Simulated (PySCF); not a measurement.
An EPR job, as run on `CC(C)(C[O])CCF` [radical].

Method: UKS B3LYP, pcH-1 on C F H O, non-relativistic, mean-field spin-orbit, GIAO in PySCF.

Input of the driver that calls PySCF (job settings, then Cartesian coordinates in Å):

```
{"job": {"kind": "epr", "basis": "pcH-1"}, "charge": 0, "multiplicity": 2}
C     -0.7347    -0.2492     1.4267
C     -0.4539     0.1188    -0.0278
C     -1.5273     1.0642    -0.5597
C     -0.4297    -1.1890    -0.8967
O      0.4820    -2.0762    -0.4952
C      0.9319     0.7656    -0.1805
C      2.0491    -0.1738     0.2202
F      3.2132     0.1063    -0.4356
H     -0.0959    -1.0721     1.7365
H     -0.5605     0.6020     2.0810
H     -1.7702    -0.5614     1.5408
H     -1.5452     1.9791     0.0286
H     -1.3363     1.3282    -1.5975
H     -2.5106     0.6040    -0.4994
H     -1.4309    -1.6396    -0.7654
H     -0.3202    -0.9104    -1.9630
H      1.0888     1.0490    -1.2243
H      0.9657     1.6760     0.4245
H      2.2712    -0.1942     1.2897
H      1.7085    -1.2167    -0.1060
```

The driver printed:

```
UKS, coarse grid
  cycle   1  E = -410.71027802  |g| = 6.32e-01
  cycle   2  E = -410.37899409  |g| = 1.13e+00
  cycle   3  E = -410.87344420  |g| = 1.32e-01
  cycle   4  E = -410.87865646  |g| = 9.81e-02
  cycle   5  E = -410.88243040  |g| = 2.15e-02
  cycle   6  E = -410.88261361  |g| = 1.16e-02
  cycle   7  E = -410.88267864  |g| = 2.91e-03
  cycle   8  E = -410.88268439  |g| = 1.37e-03
  cycle   9  E = -410.88268685  |g| = 5.96e-04
UKS, final grid
  cycle   1  E = -410.88266576  |g| = 6.01e-04
  cycle   2  E = -410.88266653  |g| = 8.26e-04
  cycle   3  E = -410.88266701  |g| = 2.90e-04
  cycle   4  E = -410.88266811  |g| = 2.48e-04
  cycle   5  E = -410.88266856  |g| = 6.83e-05
  cycle   6  E = -410.88266857  |g| = 2.49e-05
  cycle   7  E = -410.88266858  |g| = 1.24e-05
E = -410.88266858 Eh   <S^2> = 0.7546 (exact 0.7500)
g shifts (ppm)      1          2          3
  rmc          -293       -293       -293
  gc            -13         75         67
  oz_so         195       5171      22200
  total        -111       4953      21973
hyperfine (MHz)  atom isotope    a_iso     a_fc   dipolar eigenvalues
    0   13C      -2.72      -2.72     -0.71     -0.46      1.17
    1   13C      21.19      21.19     -8.52     -7.39     15.92
    2   13C      -1.53      -1.53     -0.77     -0.49      1.26
    3   13C     -33.18     -33.18     -6.16      2.70      3.46
    4   17O     -50.15     -50.15   -225.95    112.40    113.55
    5   13C       0.12       0.12     -1.82     -1.32      3.15
    6   13C      64.76      64.76    -17.73    -16.90     34.62
    7   19F      41.32      41.32    -73.43    -66.11    139.54
    8    1H       0.91       0.91     -3.61     -2.73      6.34
    9    1H       4.14       4.14     -1.37     -1.08      2.44
   10    1H       0.79       0.79     -1.82     -1.53      3.36
   11    1H       4.01       4.01     -1.37     -0.66      2.03
   12    1H       0.49       0.49     -1.57     -1.12      2.69
   13    1H      -0.32      -0.32     -1.86     -0.95      2.82
   14    1H     206.23     206.23     -6.97     -3.16     10.13
   15    1H      -1.11      -1.11     -4.75     -4.59      9.34
   16    1H       4.00       4.00     -2.42     -1.65      4.08
   17    1H      52.05      52.05     -1.78     -1.40      3.18
   18    1H      14.54      14.54     -7.15     -2.03      9.18
   19    1H      18.27      18.27    -35.91    -27.83     63.74
```

The program numbers atoms from 0. The g shifts stand along the tensor's principal axes 1 to 3: rmc is the relativistic mass correction, gc the gauge correction, oz_so the orbital-Zeeman/spin–orbit term. a_fc is the Fermi-contact part of a_iso, which also holds a spin–orbit part where one was computed. The run used 320 basis functions and 16 SCF iterations in all.

On an Arm Neoverse V2 with one thread, no GPU (shared host), this took 2.0 min (with the writing of density and orbital grids) and 1.1 GiB of memory at its peak.

**Question.** Where does the spin sit (Mulliken spin populations, atoms from 0)?

**Answer.** 4 O +0.71, 6 C +0.15, 14 H +0.09, 1 C +0.06, 3 C -0.05, 7 F +0.03, 17 H +0.02, 19 H -0.02. Over all atoms they add up to 1.

The structure is a single GFN2-xTB conformer in the gas phase; no vibrational or solvent corrections.
Labels such as C1 count atoms from 1, the log's own numbers from 0.
